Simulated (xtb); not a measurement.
xtb input:

```bash
xtb mol.xyz --gfn 1 --opt tight --chrg 0 --uhf 0
```
mol.xyz:
```
11

C      1.62575650    -1.20756751    -0.60807486
Ge    -0.00624240    -0.28282447    -0.08997148
C     -1.68045541    -1.27067718    -0.18029874
Cl     0.24472866     0.42322641     1.95390634
Cl    -0.20264837     1.48330629    -1.34740447
H      1.77467286    -2.07247314     0.03755691
H      2.46968272    -0.52865042    -0.50443326
H      1.54664476    -1.53215036    -1.64512140
H     -2.49511078    -0.62341945     0.13793940
H     -1.85566621    -1.59709439    -1.20491144
H     -1.62763811    -2.13741717     0.47776687
```

Problem. Which total energy does the run end on?

Solution. -17.73767 Eh (GFN1-xTB).
